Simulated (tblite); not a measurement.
Run record: tight-binding relaxation, `BC(=C)C1CCCC1`.

Computed with GFN2-xTB geometry optimisation, gas phase (tblite 0.8.0). Start geometry: from a force field or distance geometry. The command runs a driver script over a list of jobs; the input below is this job's line of settings and its coordinates in Å.

Command:
```bash
OMP_NUM_THREADS=1 python probes_run.py task.json out
```

Input:
```
{"job": {"kind": "relax", "xc": "GFN2-xTB", "basis": "xTB"}, "charge": 0, "multiplicity": 1}
B     -2.624800     0.750200     1.192000
C     -1.558500     0.119200     0.229800
C     -1.949900    -0.554300    -0.851900
C     -0.076600     0.290800     0.556500
C      0.675200    -1.057100     0.669600
C      1.785000    -1.003000    -0.377300
C      2.019400     0.473600    -0.662600
C      0.667000     1.131300    -0.479600
H     -2.297000     1.349900     2.156300
H     -3.790500     0.641100     0.960900
H     -3.016800    -0.666000    -1.092400
H     -1.242400    -0.996400    -1.534600
H      0.026700     0.800800     1.556900
H      1.127500    -1.160500     1.673200
H      0.020200    -1.929900     0.489100
H      1.454000    -1.510200    -1.293900
H      2.718100    -1.487000     0.000200
H      2.418200     0.623300    -1.683500
H      2.733100     0.890000     0.091100
H      0.775400     2.182800    -0.142600
H      0.127900     1.128200    -1.457800
```

**Question.** Give the output.

**Answer.** 
```
step      E/eV     max force
  0    -620.76812    1.143
  1    -620.85411    0.784
  2    -620.87502    0.380
  3    -620.88938    0.219
  4    -620.89419    0.120
  5    -620.89695    0.109
  6    -620.90008    0.133
  7    -620.90246    0.113
  8    -620.90438    0.095
  9    -620.90562    0.091
... (21 lines left out)
 31    -620.93269    0.049
 32    -620.93308    0.039
 33    -620.93338    0.041
 34    -620.93362    0.048
 35    -620.93385    0.044
 36    -620.93405    0.028
 37    -620.93419    0.023
 38    -620.93426    0.013
 39    -620.93428    0.012
 40    -620.93430    0.009
```

«max force» is the largest atomic force in eV/Å.

**Question.** From which step on does the largest force stay under 0.1 eV/Å, and how much energy is left to gain from there?

**Answer.** From step 18 (0.070 eV/Å), 8.7 meV above the end.

Summary of the converged run: energy lowered by 3.8 kcal/mol over 40 steps; largest atomic force 0.009 eV/Å at the end.

**Question.** Give the final coordinates.

**Answer.** 0.105 Å rms from the input after alignment:
```
atom  x, y, z in Å
B1    -2.6231    0.7674    1.1995
C2    -1.5555    0.1401    0.2722
C3    -1.9235   -0.5569   -0.8118
C4    -0.0784    0.3006    0.5709
C5     0.6864   -1.0445    0.6596
C6     1.7568   -1.0036   -0.4344
C7     2.0473    0.4847   -0.5962
C8     0.6569    1.1087   -0.5192
H9    -2.3103    1.3659    2.1547
H10   -3.7572    0.6378    0.9465
H11   -2.9610   -0.6935   -1.0665
H12   -1.2121   -1.0170   -1.4824
H13    0.0246    0.8248    1.5232
H14    1.1621   -1.1310    1.6373
H15    0.0173   -1.8966    0.5424
H16    1.3618   -1.4036   -1.3701
H17    2.6418   -1.5800   -0.1665
H18    2.5588    0.7170   -1.5300
H19    2.6641    0.8355    0.2331
H20    0.6863    2.1724   -0.2856
H21    0.1481    0.9885   -1.4773
```

The run took 0.46 s wall on Arm Neoverse N1, one thread, on a shared host.
Labels such as C1 count atoms from 1, the log's own numbers from 0.
